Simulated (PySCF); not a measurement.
C6H9O, SMILES O=C1C[CH]CCC1, multiplicity 2. Geometry: B3LYP-D3(BJ)/def2-SVP. The isomer is the one that the SMILES or the coordinates give; other isomers of the formula were not compared. One conformer was computed; it need not be the lowest.

Computed equilibrium geometry at B3LYP-D3(BJ)/def2-SVP (PySCF confirms it by a frequency run) as Cartesian coordinates in Å (one conformer of several):
```xyz
16

O     -1.6136     0.0313    -1.6617
C     -0.9345     0.0343    -0.6620
C     -0.4570     1.3336    -0.0081
C      0.9485     1.2518     0.4919
C      1.4106     0.0001     1.1611
C      0.9969    -1.2478     0.3616
C     -0.5083    -1.2382     0.0530
H     -0.6178     2.1603    -0.7154
H     -1.1632     1.5058     0.8396
H      1.5589     2.1576     0.5213
H      2.5013     0.0166     1.3140
H      0.9624    -0.0779     2.1781
H      1.5593    -1.2729    -0.5871
H      1.2600    -2.1639     0.9142
H     -0.8166    -2.0968    -0.5604
H     -1.0729    -1.2823     1.0040
```
Charge 0, spin multiplicity 2.
